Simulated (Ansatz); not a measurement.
Species: SiPH$_{5}$, charge 0, singlet. SiPH5 (silylphosphane, SMILES [SiH3]P).
B3LYP-D3(BJ)/def2-TZVP minimum from Ansatz (a program for electronic structure):
```
Si
H 1 1.4814
H 1 1.4814 2 109.01
H 1 1.4818 2 108.98 3 118.83
P 1 2.2675 2 107.93 4 124.18
H 5 1.4194 1 94.18 2 -74.13
H 5 1.4194 6 93.73 1 94.47
```
Charge 0, spin multiplicity 1.

Hartree-Fock and MP2 correlation energies in hartree (Ansatz). UHF or UKS for unpaired electrons; spin-orbit terms are left out. Cores are frozen in correlated methods. No relativity.

| basis | X | E(HF) | E(corr, MP2) |
|---|---|---|---|
| cc-pV(T+d)Z | 3 | -632.60995 | -0.29226 |
| cc-pV(Q+d)Z | 4 | -632.61694 | -0.31379 |
| cc-pV(5+d)Z | 5 | -632.61825 | withheld |

Problem. Fit E(corr) = E∞ + A/X³ to X = 3 and 4, predict X = 5, and compare with the run.

Solution. A = (-0.29226 - (-0.31379))/(1/27 - 1/64) = 1.0055; E∞ = -0.31379 - A/64 = -0.32950; at X = 5, E∞ + A/125 = -0.32146. The run gave -0.32264, 1.18 mEh below the prediction. The same form on X = 4 and 5 gives E∞ = -0.33193, 2.42 mEh below the first estimate.
